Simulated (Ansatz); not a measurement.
Consider the redistribution: `[AlH2][B]1CC1` + `O[SiH2]N[SiH2]Cl` → `ClB1CC1` + `O[SiH2]N[SiH2][AlH2]`.

Calculated with Ansatz (gas phase, PBE0-D4/def2-TZVP geometries, no zero-point term in ΔE). CCSD(T)/CBS is the MP2 limit (def2-TZVPP, def2-QZVPP) plus CCSD(T) − MP2 in def2-TZVPP, frozen cores. DFT in def2-TZVPP. Each species was taken in one conformer, which may not be the lowest.

CCSD(T)/CBS gives +9.0 kcal/mol.

(1) Another level gave +8.3 kcal/mol. Which?
A. PBE0/def2-TZVPP
B. HF/def2-TZVPP
C. r2SCAN/def2-TZVPP
D. PBE-D4/def2-TZVPP

Largest T1 diagnostic among the species: 0.012.

## Answers

(1) C. r2SCAN 8.3, PBE0 6.7, PBE-D4 5.6, HF/def2-TZVPP 10.6 kcal/mol.

In def2-TZVPP, CCSD(T) changes the Hartree–Fock value by −2.7 kcal/mol (the triples alone add −0.5 kcal/mol) and MP2 by −1.7 kcal/mol. From PBE to PBE0 (25 % exact exchange), in def2-TZVPP and without D4, ΔE moves by +1.1 kcal/mol.
